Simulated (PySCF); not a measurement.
Excitations are Tamm–Dancoff values on a coarser integration grid. The basis has no diffuse functions, so Rydberg states are missing or too high.

F₃Ga, SMILES `[F][Ga]([F])[F]` (charge 0, multiplicity 1)

All values below come from TPSSh-D3(BJ)/def2-TZVP // B3LYP-D3(BJ)/def2-TZVP in PySCF 2.14.0.

```
Item                                                                           Value
-------------------------------------------  ---------------------------------------
HOMO                                                                       -10.60 eV
dipole moment                                                                 0.00 D
LUMO                                                                        -2.84 eV
HOMO–LUMO gap                                                                7.76 eV
S1 excitation (TDA)                                                          7.05 eV
S1 oscillator strength                                                         0.000
brightest of the four lowest singlets (TDA)                                  7.33 eV
T1 excitation (TDA)                                                          6.70 eV
S1–T1 gap (TDA)                                                              0.35 eV
total energy                                                            -60534.60 eV
cost                                         about 120 core-seconds (a rough figure)
```

Bonded distances (Å): F1–Ga2 1.734, Ga2–F3 1.734, Ga2–F4 1.734. Angles (°): F1–Ga2–F3 120.0, F1–Ga2–F4 120.0, F3–Ga2–F4 120.0.
Charge 0, spin multiplicity 1.
